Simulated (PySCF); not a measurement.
Computed shifts of a molecule C₃H₁₂Si₂, PBE0/pcSseg-1 in PySCF, GIAO, gas phase, atoms alike by connectivity averaged where their shifts nearly agree, in ppm (number of nuclei): ²⁹Si: -68.0 (2). ¹³C: 27.1 (1), 10.2 (2). ¹H: 4.11 (6), 2.05 (2), 1.11 (4). References: ²⁹Si against TMS (σ = 352.7 ppm); ¹³C against TMS (σ = 186.3 ppm); ¹H against TMS (σ = 31.56 ppm), references at their B3LYP-D3(BJ)/def2-TZVP geometries, non-relativistic. The structure is a stationary point at ωB97X-D3(BJ)/def2-SVP. Other conformers were not sampled.

Q: Which molecule gave these data?
(A) [SiH3]CCC[SiH3]
(B) C[C@H]([SiH3])C[SiH3]
(C) CC(C)[SiH2][SiH3]
(D) C[Si](C)(C)[SiH3]

A: A, [SiH3]CCC[SiH3]
